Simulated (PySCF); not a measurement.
A structure optimised at B3LYP-D3(BJ)/def2-SVP, used in a PySCF frequency run:

```xyz
10

Sb     0.1345     0.1790     0.5692
Cl    -1.9462     0.5332    -0.5820
Cl     1.6368     1.3001    -0.9289
C      0.4536    -1.7723    -0.3759
C     -0.6020    -2.8000     0.0186
H      1.4737    -2.0815    -0.0931
H      0.4543    -1.5617    -1.4557
H     -1.6100    -2.4548    -0.2589
H     -0.5999    -3.0034     1.1027
H     -0.4256    -3.7611    -0.4921
```
Charge 0, spin multiplicity 1.

Q: Write its SMILES and formula.

A: C[CH2][Sb]([Cl])[Cl], C₂H₅Cl₂Sb

Q: What are its rotational constants (standard atomic weights)?

A: 1.8743, 1.3248, 1.0288 GHz
